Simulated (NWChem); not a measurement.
# Correlation energy of Te

SMILES: [Te]
```xyz
1

Te     0.0000     0.0000     0.0000
```
Charge 0, spin multiplicity 3.

Everything below was run with NWChem.

Basis set: def2-QZVP. Each correlation energy counts from its own Hartree-Fock reference.

Effective core potentials replace the inner electrons of Te; spin-orbit coupling is left out. The correlated methods keep 4 core orbitals frozen. No SCF solution was tested for a lower state. Open-shell Hartree-Fock references start from PBE0 orbitals. No row is a measurement; the coupled-cluster row has its own basis-set and correlation limits.

**Question.** One of these methods gave a correlation energy of -564.8 mHa. Which?
(A) UMP2
(B) SCS-UMP2
(C) CCSD on ROHF
(D) CCSD[T] on ROHF

**Answer.** A, UMP2. The others give -495.0 (SCS-UMP2), -534.4 (CCSD on ROHF), -545.8 (CCSD[T] on ROHF).
